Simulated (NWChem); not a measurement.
System meant: GaH3S2O; SMILES [OH][Ga]([SH])[SH]

Here is an NWChem input.

```
start job
memory heap 200 mb stack 900 mb global 1100 mb
geometry units angstroms noautosym nocenter noautoz
  Ga     0.311278     0.072320     0.000000
  O      2.082977     0.223417     0.000000
  H      2.575622    -0.602838     0.000000
  S     -0.726452    -1.875094     0.000000
  H      0.416497    -2.596178     0.000000
  S     -0.791151     1.966430     0.000000
  H     -1.996240     1.354503     0.000000
end
basis spherical
  Ga library def2-svp
  O library def2-svp
  H library def2-svp
  S library def2-svp
end
dft
  xc m06-2x
  iterations 150
end
property
  shielding
end
task dft property
```

End of the output:

```
 Vector   40  Occ=0.000000D+00  E= 4.938572D-02
              MO Center= -5.2D-01, -9.3D-01,  2.2D-09, r^2= 6.0D+00
   Bfn.  Coefficient  Atom+Function         Bfn.  Coefficient  Atom+Function
  ----- ------------  ---------------      ----- ------------  ---------------
    71      0.983804  5 H  s                 78     -0.611416  6 S  s
    94      0.607777  7 H  s                 55     -0.583903  4 S  s
     4     -0.540121  1 Ga s                 63      0.513692  4 S  py
    85      0.446849  6 S  px                62     -0.422538  4 S  px
    15     -0.396818  1 Ga px                70      0.252999  5 H  s

 center of mass
 --------------
 x =   0.09026158 y =   0.11968151 z =   0.00000000

 moments of inertia (a.u.)
 ------------------
         877.060564233648          10.830967832174           0.000000000000
          10.830967832174         440.997686184404           0.000000000000
           0.000000000000           0.000000000000        1318.058250418052

     Multipole analysis of the density
     ---------------------------------

     L   x y z        total         alpha         beta         nuclear
     -   - - -        -----         -----         ----         -------
     0   0 0 0     -0.000000    -37.000000    -37.000000     74.000000

     1   1 0 0      0.123567     -2.798945     -2.798945      5.721457
     1   0 1 0     -0.883630     -3.886898     -3.886898      6.890166
     1   0 0 1      0.000000      0.000000      0.000000      0.000000

     2   2 0 0    -35.098262   -137.116882   -137.116882    239.135502
     2   1 1 0     -5.386073      4.474612      4.474612    -14.335297
     2   1 0 1     -0.000000     -0.000000     -0.000000      0.000000
     2   0 2 0    -38.237557   -246.997106   -246.997106    455.756656
     2   0 1 1      0.000000      0.000000      0.000000      0.000000
     2   0 0 2    -36.808556    -18.404278    -18.404278      0.000000

          -----------------------------------------
          Chemical Shielding Tensors (GIAO, in ppm)
          -----------------------------------------

 ------------------------------------------------------------------------
  xm06: d2 not coded                    0
 ------------------------------------------------------------------------
 ------------------------------------------------------------------------
  current input line :
    25: task dft property
 ------------------------------------------------------------------------
 ------------------------------------------------------------------------
 This error has not yet been assigned to a category
 ------------------------------------------------------------------------
 For more information see the NWChem manual at https://nwchemgit.github.io

0: xm06: d2 not coded:Received an Error in Communication
```

### Question
What is wrong, and how is it mended?

### Answer
The run crashed. Cause: this functional's second derivatives, which shieldings need, aren't coded here; the fix takes a hybrid GGA instead. This input runs:
```
start job
memory heap 200 mb stack 900 mb global 1100 mb
geometry units angstroms noautosym nocenter noautoz
  Ga     0.311278     0.072320     0.000000
  O      2.082977     0.223417     0.000000
  H      2.575622    -0.602838     0.000000
  S     -0.726452    -1.875094     0.000000
  H      0.416497    -2.596178     0.000000
  S     -0.791151     1.966430     0.000000
  H     -1.996240     1.354503     0.000000
end
basis spherical
  Ga library def2-svp
  O library def2-svp
  H library def2-svp
  S library def2-svp
end
dft
  xc pbe0
  iterations 150
end
property
  shielding
end
task dft property
```
It converges to -2797.20658 Ha (PBE0/def2-SVP, GIAO).
